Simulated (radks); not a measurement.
Xe2+, 52 electrons, occupied as [Kr] 4d10 5s2 5p4.

All-electron calculation, scalar-relativistic Kohn-Sham, PBEsol, spin-polarised, spherical densities, point nucleus; open shells are filled with parallel spins first (spin-orbit coupling, left out, can overturn this in heavy ions). Program: a radial shooting solver on a logarithmic mesh with Libxc functionals.

Energy parts (hartree):
part                        energy
total                  -7443.02321
kinetic                 7826.89387
electron-nucleus      -17978.42555
Hartree                 2891.36840
exchange-correlation    -182.85993

Orbitals (lengths in bohr, moments of r in powers of bohr; <r^-3> diverges for s and p1/2):
orbital,occ.,eigenvalue (hartree),<r^-3>
1s up,1,-1263.382,-
1s down,1,-1263.378,-
2s up,1,-197.2988,-
2s down,1,-197.2971,-
2p up,3,-177.1417,6166
2p down,3,-177.1390,6166
3s up,1,-40.97495,-
3s down,1,-40.97206,-
3p up,3,-34.46588,1190
3p down,3,-34.46263,1190
3d up,5,-24.80765,163.9
3d down,5,-24.80455,163.9
4s up,1,-8.03224,-
4s down,1,-8.02585,-
4p up,3,-5.96972,238.7
4p down,3,-5.96296,238.7
4d up,5,-2.96424,25.36
4d down,5,-2.95394,25.47
5s up,1,-1.47141,-
5s down,1,-1.41396,-
5p up,3,-1.00547,30.10
5p down,1,-0.94574,30.14

The highest occupied level is 5p down at -25.735 eV. The density falls to 0.001 e/bohr^3 at r = 3.85 bohr. Summed over all electrons, <r^2> = 42.73 bohr^2, which gives a Langevin (diamagnetic) susceptibility term of -33.8 x 10^-6 cm^3/mol. Spin moment in Bohr magnetons: 2.

Run on one thread of a shared host, so times are rough (AMD EPYC 7R43 64-Core Processor): 0.24 s of CPU time, 0.24 s wall, 14 iterations on 2541 mesh points.
